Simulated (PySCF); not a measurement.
Compound: CH₉NSeSi₂.
Structure used (PBE0-D3(BJ)/def2-SVP), in Å, numbered top down from 1:
```xyz
14
CH9NSeSi2 angstrom
C     -1.8458    0.6759    0.4821
N     -0.9271    0.0737   -0.4552
Si    -0.2466   -1.5079   -0.3427
Se     1.9012   -1.4078   -1.1167
Si     2.2760    0.5644   -0.0188
H     -1.7508    0.1855    1.4630
H     -1.6190    1.7447    0.6331
H     -2.9059    0.5950    0.1772
H     -0.8694    0.5501   -1.3493
H     -0.8844   -2.5884   -1.1589
H     -0.3215   -1.8745    1.1029
H      1.7048    1.7358   -0.7459
H      3.7592    0.7217    0.0455
H      1.7190    0.5178    1.3655
```

Theory: core-valence-separated Tamm–Dancoff BHandHLYP/aug-pcX-1 (pcseg-1 on H, def2-SVPD on Si, def2-SVPD on Se) in PySCF, non-relativistic, gas phase, PBE0-D3(BJ)/def2-SVP geometry. No empirical shift is added; at this level the pattern usually sits a few eV under experiment.

The lowest roots of each edge with f over 0.003 (five at most, numbered afresh; weaker and dark ones are left out), with transition dipoles (au) in the frame of the coordinates:

```json
{"root": "1", "edge": "C", "E (eV)": "286.23", "f": "0.0113", "μx": "-0.0277", "μy": "0.0204", "μz": "0.0206"}
{"root": "2", "edge": "C", "E (eV)": "286.88", "f": "0.0087", "μx": "0.0142", "μy": "-0.0281", "μz": "-0.0159"}
{"root": "3", "edge": "C", "E (eV)": "287.02", "f": "0.0330", "μx": "-0.0261", "μy": "-0.0528", "μz": "0.0350"}
{"root": "4", "edge": "C", "E (eV)": "287.08", "f": "0.0343", "μx": "0.0431", "μy": "0.0099", "μz": "0.0541"}
{"root": "5", "edge": "C", "E (eV)": "287.68", "f": "0.0045", "μx": "-0.0246", "μy": "-0.0014", "μz": "0.0051"}
{"root": "6", "edge": "N", "E (eV)": "399.40", "f": "0.0126", "μx": "0.0029", "μy": "-0.0035", "μz": "0.0356"}
{"root": "7", "edge": "N", "E (eV)": "400.29", "f": "0.0137", "μx": "0.0060", "μy": "-0.0306", "μz": "0.0206"}
{"root": "8", "edge": "N", "E (eV)": "400.35", "f": "0.0141", "μx": "-0.0185", "μy": "-0.0327", "μz": "0.0047"}
{"root": "9", "edge": "N", "E (eV)": "400.95", "f": "0.0131", "μx": "-0.0343", "μy": "0.0105", "μz": "-0.0072"}
{"root": "10", "edge": "N", "E (eV)": "401.67", "f": "0.0093", "μx": "-0.0036", "μy": "0.0239", "μz": "0.0190"}
```

Q: Molecules are fixed in this frame and the field points along y. What effective strengths 3 f cos²θ do the roots have (θ between field and μ)?

A: root 1 (C1): 0.009, root 2 (C1): 0.017, root 3 (C1): 0.059, root 4 (C1): 0.002, root 5 (C1): 0.000, root 6 (N2): 0.000, root 7 (N2): 0.028, root 8 (N2): 0.031, root 9 (N2): 0.003, root 10 (N2): 0.017. Root 3 is the strongest. Averaged over all orientations cos²θ is 1/3, which gives f back.

 Relativistic effects, spin–orbit coupling among them, are left out although an element past zinc is present.

Cost: about 40 s of CPU time on one thread; the machine was shared, so the figure is rough.

One conformer stands for the species.
